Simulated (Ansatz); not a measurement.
GaCl2I (GaICl2) was relaxed with PBE0-D4 (def2-SVP) in Ansatz in these states: charge +1 doublet, neutral singlet. The geometries follow in no particular order.

In the def2 sets I takes a core potential; there is no spin–orbit coupling.

A:

Cartesian coordinates in Å:
```
Ga 0.0484 -0.0090 0.0407
Cl 0.1660 -1.7647 1.2387
Cl 1.5968 1.4376 0.2441
I -1.8112 0.3360 -1.5235
```

B:

```xyz
4

Ga    0.2519   -0.2042    0.0940
Cl    0.8869   -1.2591   -1.5860
Cl    0.5784    0.0715    2.1325
I    -1.7173    1.3918   -0.6405
```

Problem. Judge from the bond lengths which geometry belongs to which state (an estimate).

Solution. A is the neutral singlet (Ga1–I4 2.454 Å, Ga1–Cl2 2.129 Å, Ga1–Cl3 2.129 Å); B is the charge +1 doublet (Ga1–I4 2.639 Å, Ga1–Cl2 2.083 Å, Ga1–Cl3 2.083 Å).
